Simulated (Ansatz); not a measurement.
Two isomers of CH7NOSi2: A = `OC1[SiH2]N[SiH2]1`, B = `N[SiH2]C1O[SiH2]1`.

Computed with Ansatz on PBE0-D4/def2-TZVP structures; ΔE is electronic, products minus reactants. CCSD(T)/CBS adds triple-zeta CCSD(T) − MP2 to the extrapolated MP2 energy (def2 sets, frozen cores). Functionals use def2-TZVPP. Each species was taken in one conformer, which may not be the lowest.

Question: Which is lower in electronic energy at CCSD(T)/CBS, and by how much? (An estimate is asked.)

Answer: Computed: A, by 9.9 kcal/mol.

Question: Give E(B) − E(A) in kcal/mol with r2SCAN-D4, B2PLYP, CCSD(T)/def2-SVP, LDA (SPW92), BLYP-D4, MP2/def2-TZVPP, CCSD(T)/def2-TZVPP. (An estimate is asked.)

Answer: The calculation gave: r2SCAN-D4 8.5, B2PLYP 8.5, CCSD(T)/def2-SVP 12.6, LDA (SPW92) 11.8, BLYP-D4 7.2, MP2/def2-TZVPP 9.3, CCSD(T)/def2-TZVPP 9.5. None reverses the order clearly.

Question: Does the order hold for the free energy at 298.15 K (harmonic terms from PBE0-D4)? (Best estimate.)

Answer: The calculation gave: Yes: G(B) − G(A) = +8.2 kcal/mol, for one conformer each.

Largest T1 diagnostic: 0.013.

The D4 term adds +1.1 kcal/mol with B3LYP and +0.5 kcal/mol with PBE0; it sums over pairs of atoms, weighted by their polarisabilities, and B3LYP, whose exchange is more repulsive, gets the larger term. In def2-TZVPP, CCSD(T) changes the Hartree–Fock value by −2.2 kcal/mol (the triples alone add −0.7 kcal/mol) and MP2 by −2.4 kcal/mol.

B3LYP here is the variant with VWN-RPA as its local correlation; programs differ in this.
